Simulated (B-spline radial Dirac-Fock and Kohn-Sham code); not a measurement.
## Cd: input and output of one calculation

ΔSCF core binding energies without Breit or QED terms, calculated with a radial atomic solver. Keys: rel is the Hamiltonian (dirac, or spin-free x2c and nr, where L3 and M5 stand for the whole 2p and 3d shells), method is hf or an exchange,correlation pair (spin-unpolarised, also for the hole states), nuc the nuclear model, radius_factor scales its radius, rmax is the box in bohr, h the logarithmic mesh step, order the B-spline order, points the quadrature points per cell, c_factor scales the speed of light, and damp, ndamp, maxit and tol steer the iteration. The run stops when the commutator error falls below 10·tol·max(1, Z/10), or the numerical noise floor, and the energy has settled to about 1e-8 Ha; the virial ratio is −V/T.

Input (task.json):

```json
{"items": [{"Z": 48, "q": 0, "cfg": [[1, 0, 2], [2, 0, 2], [2, 1, 6], [3, 0, 2], [3, 1, 6], [3, 2, 10], [4, 0, 2], [4, 1, 6], [4, 2, 10], [5, 0, 2]], "A": 114, "rrms": 4.6087, "do": "settings", "holes": ["K", "L3", "M5"],
  "settings": [{"rel": "dirac", "method": "hf", "nuc": "fermi", "radius_factor": 1.0, "rmax": 45.0, "h": 0.3, "order": 3, "points": 10, "c_factor": 1.0, "maxit": 59, "damp": 0.5, "ndamp": 3, "tol": 1e-08}]}]}
```

Command: `python xray2_run.py task.json out`

Ground-state iterations:

```
iter   energy (Ha)        error
   1    -5591.53970425  1.67e+00
   2    -5592.13420712  1.72e-01
   3    -5592.70607840  3.12e-02
   4    -5592.71826382  7.10e-03
   5    -5592.71861210  2.59e-03
   6    -5592.71871168  7.97e-04
   7    -5592.71872468  1.64e-04
   8    -5592.71872591  5.23e-05
   9    -5592.71872601  5.05e-06
  10    -5592.71872601  1.01e-06
  11    -5592.71872601  9.48e-08
```

The ground state converged in 11 iterations, with total energy -5592.71873 Ha, virial ratio 1.95353 and highest orbital energy -7.63 eV. ΔSCF binding energies: K (1s) 26801.3 eV, L3 (2p3/2) 3552.2 eV, M5 (3d5/2) 411.9 eV.

Question: One setting is unsound. Which, and why?

Answer: order is too low for an accurate radial basis. With the default settings (Dirac Hartree-Fock): The ground state converged in 11 iterations, with total energy -5593.31918 Ha, virial ratio 1.95354 and highest orbital energy -7.66 eV. ΔSCF binding energies: K (1s) 26802.0 eV, L3 (2p3/2) 3551.7 eV, M5 (3d5/2) 411.5 eV.
